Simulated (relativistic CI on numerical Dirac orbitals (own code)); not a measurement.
Computed by Dirac-Coulomb-Breit CI, orbitals from a KLI potential per configuration, model QED, unscaled Slater integrals (own radial code, finite nucleus).

The strongest absorption lines from the ground level of an ion, among the configurations computed and to levels below about 1090 eV (vacuum wavelength in nm, gf): 1.1373 (0.051), 1.1377 (0.026), 1.2669 (0.12), 1.2680 (0.062), 1.6821 (0.48), 1.6864 (0.25), 27.901 (0.1), 32.480 (0.044).

(1) Which ion is it?
A. Sc¹⁸⁺
B. K¹⁶⁺
C. Sc²⁰⁺
D. V²⁰⁺

## Answers

(1) A. Sc¹⁸⁺ has 3 electrons and the ground level 2s 2S_1/2; the strongest line goes to 3p 2P°_3/2. The pattern of lines fixes the number of electrons, and along that sequence the line energies rise steadily with the charge (about as its square where n changes within one kind of shell, about linearly where n is kept but much faster in heavy ions where fine structure, which grows about as Z⁴, sets the gap, and irregularly where shells cross), which fixes Z. Configurations outside the model, such as inner-shell arrays, can give stronger lines. At this charge energies of transitions that change n are usually good to better than 1 %, and those within a shell (Δn = 0) to a few per cent.
